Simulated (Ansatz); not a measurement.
`F/C=C(\[SiH3])CF` + `OC1=CC1` → `[SiH3]OC1=CC1` + `F/C=C\CF`  (ligand exchange at the Si–C bond)

Program: Ansatz. Geometries: PBE0-D4/def2-TZVP. ΔE: electronic, gas phase. CCSD(T)/CBS adds triple-zeta CCSD(T) − MP2 to the extrapolated MP2 energy (def2 sets, frozen cores). Double bonds are as drawn, so ΔE can hold a change between cis and trans. Functionals use def2-TZVPP. One conformer a species, not always the lowest.

```csv
species,r2SCAN energy (Eh)
`F/C=C(\[SiH3])CF`,-607.02990
`OC1=CC1`,-191.81347
`[SiH3]OC1=CC1`,-482.51867
`F/C=C\CF`,-316.35357
```

**Question.** Work out ΔE.

**Answer.** ΔE = (-482.51867) + (-316.35357) − (-607.02990) − (-191.81347) = -0.02887 Eh = -75.8 kJ/mol. CCSD(T)/CBS gives -81.2 kJ/mol.

Largest T1 diagnostic among the species: 0.012.

In def2-TZVPP, CCSD(T) changes the Hartree–Fock value by +19.5 kJ/mol (the triples alone add +2.9 kJ/mol) and MP2 by +18.2 kJ/mol. From PBE to PBE0 (25 % exact exchange), in def2-TZVPP and without D4, ΔE moves by −4.0 kJ/mol.
